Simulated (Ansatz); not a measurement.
Isolated molecules relaxed with PBE0-D4/def2-TZVP in Ansatz; ΔE leaves out vibrations. CCSD(T)/CBS adds triple-zeta CCSD(T) − MP2 to the extrapolated MP2 energy (def2 sets, frozen cores). This one scheme is used for every species. One conformer a species, not always the lowest.

`O[SiH2]CCl` + `OC=S` → `O[SiH2]OC=S` + `CCl`  (ligand exchange at the Si–C bond)

```json
{"species": "`O[SiH2]CCl`", "HF/def2-SVP energy (Eh)": "-863.78925"}
{"species": "`OC=S`", "HF/def2-SVP energy (Eh)": "-511.18251"}
{"species": "`O[SiH2]OC=S`", "HF/def2-SVP energy (Eh)": "-876.07920"}
{"species": "`CCl`", "HF/def2-SVP energy (Eh)": "-498.93485"}
```

Question: Work out ΔE.

Answer: ΔE = (-876.07920) + (-498.93485) − (-863.78925) − (-511.18251) = -0.04229 Eh = -26.5 kcal/mol. CCSD(T)/CBS gives -24.8 kcal/mol.

Question: What do rigid-rotor, harmonic-oscillator terms from PBE0-D4/def2-TZVP frequencies (298.15 K, 1 bar) make of the CCSD(T)/CBS value? (An estimate is asked.)

Answer: Ansatz gave: ΔZPE = -0.1 kcal/mol, ΔH = -24.6 kcal/mol, ΔS = -1 J/(mol·K), ΔG = -24.6 kcal/mol.

Largest T1 diagnostic among the species: 0.018.

From PBE to PBE0 (25 % exact exchange), in def2-TZVPP and without D4, ΔE moves by −1.2 kcal/mol. Leaving LDA and LC-ωPBE aside and taking each functional with its dispersion term where it has one, the values, not all of them listed here, spread over 5.3 kcal/mol, from BHLYP-D4 to revPBE-D4.
